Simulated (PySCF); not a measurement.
NbOF2, SMILES [O]=[Nb]([F])[F] (connectivity only; charge and spin as stated), neutral, multiplicity 2.

The structure is a stationary point at r2SCAN-D4/def2-TZVP. The geometry has at least one imaginary mode, so it is a saddle point at that level. The spin state was assumed, not searched. The def2 effective core potentials stand for the cores of Nb; spin–orbit coupling is left out.

The numbers are results of B3LYP/def2-TZVPD run with PySCF, not measurements.

Gas-phase values at a fixed geometry.

```yaml
total_energy: -332.20896 hartree
point_group: C2v
"α spin, highest occupied and lowest empty level": -6.80 and -3.34 eV
"β spin, highest occupied and lowest empty level": -9.86 and -3.65 eV
dipole_moment: 0.318 e·Å
quadrupole, principal values (traceless, Buckingham form, about the centre of nuclear charge): -5.33, -3.33, 8.66 D·Å
mean_static_polarisability: 43.0 bohr³ (6.37 Å³)
polarisability_principal_values: 39.3, 43.9, 45.7 bohr³
"⟨S²⟩": 0.753 (pure state 0.75)
```
